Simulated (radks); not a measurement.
Task: These are the eigenvalues of the occupied orbitals of an atom or ion with whole-number occupations (hartree). Calculated with a radial shooting solver on a logarithmic mesh with Libxc functionals: Dirac Kohn-Sham, PBE, spin-unpolarised, spherical densities, finite nucleus; Fermi nuclear charge, rms radius of each element as measured or else 0.836 A^(1/3) + 0.57 fm.

orbital  eigenvalue
1s1/2     -2550.688
2s1/2     -441.0561
2p1/2     -421.9182
2p3/2     -372.2080
3s1/2     -102.5794
3p1/2     -94.03525
3p3/2     -83.28574
3d3/2     -68.86799
3d5/2     -66.53008
4s1/2     -22.19961
4p1/2     -18.65219
4p3/2     -16.16162
4d3/2     -10.32815
4d5/2      -9.86922
5s1/2      -4.19077
5p1/2      -3.12795
5p3/2      -2.75369
4f5/2      -2.57075
4f7/2      -2.48826
5d3/2      -1.34479
5f5/2      -0.44238

Which element is it, and in what charge state? The configuration may be excited. Open shells, if any, fill j = l - 1/2 first.

Result: Z = 74, tungsten, charge +3: W3+ in [Xe] 4f14 5d2 5f1. The list shows which subshells hold electrons but not how many an open one holds; the 1s level, -2550.7 hartree, gives Z - s = 71.4 by -(Z - s)^2/2, which with screening and relativity narrows Z to a few neighbours, and the depths of the outer levels then fix element, charge and occupations together.
